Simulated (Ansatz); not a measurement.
Mulliken charges of `O=[CH][GaH][SiH3]` from ωB97M-V/def2-TZVPP in Ansatz (PBE0-D4/def2-TZVP geometry).

| atom | x (Å) | y (Å) | z (Å) | charge (e) |
| --- | --- | --- | --- | --- |
| O1 | -1.028 | 1.960 | -1.509 | -0.273 |
| C2 | -1.358 | 1.580 | -0.408 | 0.026 |
| Ga3 | 0.204 | 0.741 | 0.549 | 0.234 |
| Si4 | 0.783 | -1.549 | 0.071 | -0.025 |
| H5 | -2.412 | 1.731 | -0.075 | 0.091 |
| H6 | 1.109 | 1.709 | 1.394 | -0.020 |
| H7 | 2.235 | -1.711 | -0.212 | -0.010 |
| H8 | 0.009 | -2.088 | -1.080 | -0.006 |
| H9 | 0.458 | -2.374 | 1.270 | -0.017 |

**Question.** By hand: the dipole of these point charges (1 e Å = 4.8032 D).

**Answer.** Σ q r = (0.002, -0.089, 0.480) e Å, of length 0.488 e Å = 2.34 D.

**Question.** How does the dipole of the full density compare? (Best estimate.)

**Answer.** Ansatz gave: (-0.112, -0.168, 0.426) e Å, 2.26 D; the point charges give 1.04 times that, at 18° from its direction.

Point charges leave out the atoms' own dipoles, such as those of lone pairs, and Mulliken's split depends on the basis, so the close match here is no proof of good charges.
